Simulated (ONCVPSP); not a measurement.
# Tl: ONCV pseudisation with BLYP, scalar-relativistic reference atom.

| Quantity | Value |
| --- | --- |
| Element | thallium (Tl) |
| Generator | ONCVPSP 4.0.1 |
| Type | optimised norm-conserving Vanderbilt (ONCV) |
| Functional | BLYP |
| Relativity | scalar-relativistic |
| Frozen core | [Xe] 4f14 |
| Valence charge | 13 |
| Reference configuration | 5d10 6s2 6p0.75 (charge +0.25) |
| Partial waves | 6s: rc 1.00 bohr, ncon 4, nbas 8, qcut 6.5 1/bohr, 3 projectors, debl 3.4 Ha; 6p: rc 2.95 bohr, ncon 5, nbas 9, qcut 2.2 1/bohr, 1 projector; 5d: rc 1.20 bohr, ncon 5, nbas 9, qcut 6.9 1/bohr, 2 projectors, debl 2.5 Ha |
| Local potential | polynomial inside 0.95 bohr (lpopt 5, dvloc0 6 Ha) |
| Core correction | Teter function, fcfact 1.75, rcfact 1.05 |

All-electron outer shells of the reference configuration (BLYP, scalar-relativistic, ld1.x):

```csv
shell,level (eV),outermost node (bohr),outermost maximum (bohr)
4f,-115.46,–,0.36
5p,-77.55,0.50,0.90
5d,-16.92,0.53,1.11
6s,-11.04,1.04,2.08
6p,-3.69,1.23,2.87
```

Question: Is a potential produced?

Answer: No. ONCVPSP 4.0.1 stopped with "optimize: ERROR ps0norm > uunorm, code will stop": the continuity conditions at rc already need more norm inside rc than the all-electron wave has, so norm conservation cannot be met. The 6s radius of 1.00 bohr lies inside the outermost node of the all-electron wave at 1.04 bohr. It happened in the s channel.
